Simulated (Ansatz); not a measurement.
System: sum formula H₉Si₄O (charge -1, singlet). It need not be the lowest isomer of its formula. Whether it binds its extra electron was not tested at this geometry. 
Geometry from a B3LYP-D3(BJ)/def2-TZVP (Ansatz, a program for electronic structure) optimisation:
```
Si
O 1 1.5623
Si 1 2.3845 2 116.80
H 3 1.4957 1 113.41 2 -59.80
H 3 1.4957 4 104.96 1 -124.33
H 3 1.4973 4 105.01 5 -110.44
Si 1 2.3845 2 116.80 3 -120.00
H 7 1.4957 1 113.41 2 -59.80
H 7 1.4957 8 104.96 1 -124.33
H 7 1.4973 8 105.01 9 -110.44
Si 1 2.3845 2 116.80 7 -120.00
H 11 1.4957 1 113.41 2 59.80
H 11 1.4957 12 104.96 1 124.33
H 11 1.4973 12 105.01 13 110.44
```
Charge -1, spin multiplicity 1.

Basis-set convergence of Hartree-Fock and MP2 correlation energies (hartree) with Ansatz. Valence correlation only, unless marked. No spin-orbit coupling. Non-relativistic. This anion needs diffuse functions, which these sets lack.

```json
[
 {"basis": "cc-pV(D+d)Z", "functions": "151", "E(HF)": "-1235.88437", "E(corr, MP2)": "-0.61190"},
 {"basis": "cc-pV(T+d)Z", "functions": "312", "E(HF)": "-1235.96743", "E(corr, MP2)": "-0.76666"},
 {"basis": "cc-pV(Q+d)Z", "functions": "581", "E(HF)": "?", "E(corr, MP2)": "?"}
]
```

Problem. Fill in the missing entries.

Solution. 
- cc-pV(Q+d)Z, E(HF): -1235.98917
- cc-pV(Q+d)Z, E(corr, MP2): -0.82558
